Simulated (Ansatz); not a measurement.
Process, species as SMILES: C=CC[SiH3] [prop-2-enylsilane] -> C=[C-]C[SiH3] + H+
Each molecule is optimised on its own at B3LYP-D3(BJ)/def2-TZVP (Ansatz, a program for electronic structure), one conformer each, not searched for the lowest.

Wanted: gas-phase deprotonation energy (electronic energy difference), in kJ/mol. Correlated levels leave the core frozen unless marked. No spin-orbit coupling. Non-relativistic unless marked X2C. Anions need diffuse functions: aug- sets have them; def2-D sets add few; the other sets have none. Basis-set limits of correlation are two-point, X^-3; Hartree-Fock from the larger set.

```tsv
level	program	gas-phase deprotonation energy (kJ/mol)
HF/cc-pV(D+d)Z	Ansatz	1762.9
HF/cc-pV(Q+d)Z	Ansatz	1745.1
SVWN5/def2-TZVPD	Ansatz	1648.9
BLYP/def2-TZVPD	Ansatz	1682.6
r2SCAN-D4/def2-TZVPD	Ansatz + dftd4	1696.4
B97M-V/def2-TZVPD	Ansatz	1686.9
B3LYP-D4/def2-TZVPD	Ansatz + dftd4	1696.2
PBE0-D4/def2-TZVPD	Ansatz + dftd4	1700.3
BHLYP/def2-TZVPD	Ansatz	1720.0
B2GP-PLYP-D3(BJ)/def2-TZVPD	Ansatz + dftd3	1701.4
MP2/6-31G*	Ansatz	1769.4
MP2/cc-pV(T+d)Z	Ansatz	1718.1
RI-MP2/aug-cc-pV(T+d)Z	Ansatz	1691.5
SCS-MP2/cc-pV(D+d)Z	Ansatz	1751.1
CCSD/6-31G*	Ansatz	1778.0
CCSD/cc-pV(Q+d)Z	Ansatz	1721.9
CCSD(T)/aug-cc-pV(T+d)Z	Ansatz	1697.8
CCSD(T)/cc-pwCVTZ	Ansatz	1722.8
X2C-CCSD(T)/cc-pVTZ-DK	Ansatz	1723.4
CCSD(T) with core electrons (1s frozen past Ne)/cc-pwCVTZ	Ansatz	1724.4
CCSD(T)/CBS(aug-cc-pV(T+d)Z,aug-cc-pV(Q+d)Z)	Ansatz	1699.3
```
